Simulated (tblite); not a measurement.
C7H8NO (doublet state).
Numbering: `[CH:1]#[C:2][C@H:3]1[CH2:4][C@@H:5]([N:6][CH:7]=[O:8])[CH2:9]1` (hydrogens: H10 on C1; H11 on C3; H12, H13 on C4; H14 on C5; H15 on C7; H16, H17 on C9)
Bond orders are those of one Lewis drawing.

Computed with GFN2-xTB (tblite), gas phase: L-BFGS steps from a force-field or distance-geometry start until the largest atomic force falls under 0.01 eV/Å.

Step 20: E = -704.5810 eV
```
atom  x, y, z in Å  |  force x, y, z in eV/Å
C1     -1.0913    2.6117    0.0930    0.030   0.045   0.000
C2     -1.3033    1.4401   -0.0292   -0.079  -0.022   0.067
C3     -1.4677    0.0070   -0.1001    0.036   0.068   0.073
C4     -0.3616   -0.6583   -0.9344   -0.075  -0.037   0.052
C5      0.3946   -1.0283    0.3926   -0.085  -0.077  -0.010
N6      1.5398   -0.3530    0.7778    0.022  -0.157  -0.051
C7      2.6316    0.0233    0.1907   -0.145   0.131   0.024
O8      3.8014   -0.0820    0.4639   -0.056   0.104   0.000
C9     -0.9016   -0.6894    1.1649   -0.022   0.009  -0.103
H10    -0.9101    3.6406    0.1949   -0.047  -0.019  -0.043
H11    -2.4952   -0.2675   -0.3715    0.175   0.126   0.042
H12    -0.7350   -1.5755   -1.3830    0.132   0.068  -0.272
H13     0.1482   -0.0252   -1.6633    0.031  -0.170   0.174
H14     0.6374   -2.1068    0.3891   -0.028   0.084   0.048
H15     2.3675    0.7231   -0.6771   -0.018  -0.124  -0.013
H16    -1.4567   -1.6034    1.3878    0.062   0.217   0.186
H17    -0.8049   -0.0446    2.0424    0.066  -0.246  -0.175
```

Step 21: E = -704.5974 eV
```
atom  x, y, z in Å  |  force x, y, z in eV/Å
C1     -1.0930    2.6151    0.0896    0.042   0.169   0.019
C2     -1.3096    1.4450   -0.0275   -0.037  -0.207   0.021
C3     -1.4618    0.0098   -0.0988    0.023   0.031   0.041
C4     -0.3635   -0.6607   -0.9402    0.010  -0.014   0.095
C5      0.3967   -1.0425    0.3895   -0.144  -0.070  -0.191
N6      1.5624   -0.4045    0.7717    0.005  -0.149  -0.006
C7      2.6397    0.0274    0.1992   -0.307   0.067  -0.009
O8      3.8103   -0.0435    0.4786   -0.040   0.138  -0.031
C9     -0.8921   -0.6852    1.1651   -0.090   0.022  -0.083
H10    -0.9177    3.6446    0.1916   -0.047  -0.001  -0.041
H11    -2.4866   -0.2678   -0.3728    0.124   0.111   0.071
H12    -0.7378   -1.5815   -1.3899    0.149   0.214  -0.238
H13     0.1456   -0.0200   -1.6664    0.016  -0.248   0.204
H14     0.6041   -2.1269    0.3700    0.036   0.066   0.100
H15     2.3461    0.7231   -0.6656    0.054  -0.134   0.031
H16    -1.4634   -1.5839    1.4087    0.108   0.176   0.135
H17    -0.7864   -0.0367    2.0358    0.099  -0.171  -0.117
```

Q: Estimate the geometry and energy of step 22. (The exact step hangs on the optimiser's Hessian estimate; all steps are aligned on step 21, rigid shifts and turns removed.)

A: E = -704.6170 eV, largest force 0.389 eV/Å
```
atom  x, y, z in Å  |  force x, y, z in eV/Å
C1     -1.0940    2.6188    0.0855    0.035   0.217   0.029
C2     -1.3156    1.4497   -0.0239    0.033  -0.281  -0.025
C3     -1.4536    0.0138   -0.0959    0.007  -0.025  -0.021
C4     -0.3654   -0.6631   -0.9442    0.112  -0.004   0.100
C5      0.3964   -1.0611    0.3836   -0.160  -0.049  -0.324
N6      1.5871   -0.4678    0.7601   -0.013  -0.126   0.046
C7      2.6430    0.0330    0.2086   -0.372  -0.024  -0.010
O8      3.8148    0.0048    0.4958   -0.103   0.163  -0.069
C9     -0.8819   -0.6801    1.1640   -0.107   0.008  -0.027
H10    -0.9282    3.6491    0.1865   -0.040   0.041  -0.036
H11    -2.4728   -0.2659   -0.3741   -0.009   0.073   0.090
H12    -0.7357   -1.5838   -1.4027    0.111   0.315  -0.199
H13     0.1441   -0.0174   -1.6648    0.048  -0.249   0.180
H14     0.5662   -2.1491    0.3500    0.090   0.007   0.149
H15     2.3214    0.7194   -0.6533    0.100  -0.112   0.053
H16    -1.4703   -1.5569    1.4367    0.116   0.062   0.063
H17    -0.7624   -0.0318    2.0266    0.152  -0.015   0.001
```

The energy changes by -0.0196 eV. The first-order estimate −F·Δx gives -0.0267 eV and the mean of the old and new forces, exact on a quadratic surface, -0.0196 eV. The step makes an angle of 75° with the force vector and moves no atom by more than 0.069 Å.

The cost below is that of the whole relaxation. Time: 0.5 s of wall time. Hardware: one thread, Arm Neoverse V2 (aarch64), no GPU, on a shared host.
